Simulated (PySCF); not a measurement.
B(Cl)(H)(SeH) (BClH₂Se), SMILES B(Cl)[SeH].

Geometry optimised at B3LYP-D3(BJ)/def2-TZVP. Other conformers were not sampled.

These are B3LYP-D3(BJ)/def2-TZVP (PySCF 2.14.0) values and carry that method's errors.

Frequencies are harmonic and unscaled.

```
mode  ν (cm⁻¹)  IR (km/mol)  moving atoms (share of kinetic energy)
----  --------  -----------  --------------------------------------
1          220          1.2                Cl 55 %, Se 25 %, B 14 %
2          388          5.8                          H 79 %, B 17 %
3          549         12.1        B 43 %, H 32 %, Se 13 %, Cl 11 %
4          778          1.4                          H 74 %, B 25 %
5          783         34.7                          H 68 %, B 31 %
6          851        106.3                 B 53 %, H 30 %, Cl 16 %
7         1093        180.9                          H 69 %, B 30 %
8         2398          5.6                                  H 99 %
9         2683         73.3                           H 91 %, B 9 %
```
